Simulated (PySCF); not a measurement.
Computed shifts of a molecule CH6FNOSi2, PBE/pcSseg-1 (PySCF), GIAO, gas phase, atoms alike by connectivity averaged where their shifts nearly agree, in ppm (number of nuclei): ¹⁹F: -169.4 (1). ²⁹Si: 2.8 (1), -12.4 (1). ¹³C: 34.5 (1). ¹⁵N: 18.8 (1). ¹H: 5.93 (2), 5.70 (1), 3.00 (1), 2.81 (1), 0.06 (1). References: ¹⁹F against CFCl3 (σ = 133.6 ppm); ²⁹Si against TMS (σ = 335.4 ppm); ¹³C against TMS (σ = 182.0 ppm); ¹⁵N against NH3 (σ = 267.0 ppm); ¹⁷O against H2O (σ = 334.3 ppm); ¹H against TMS (σ = 31.49 ppm), references at their B3LYP-D3(BJ)/def2-TZVP geometries, non-relativistic. Geometry optimised at ωB97X-D3(BJ)/def2-SVP. One conformer was computed; it need not be the lowest.

**Question.** Which molecule gave these data?
A. F[Si@@H]1CN[SiH2]O1
B. O[Si@@H]1C[Si@H](F)N1
C. N[Si@]1(F)C[SiH2]O1
D. F[Si@H]1CO[SiH2]N1

**Answer.** A, F[Si@@H]1CN[SiH2]O1
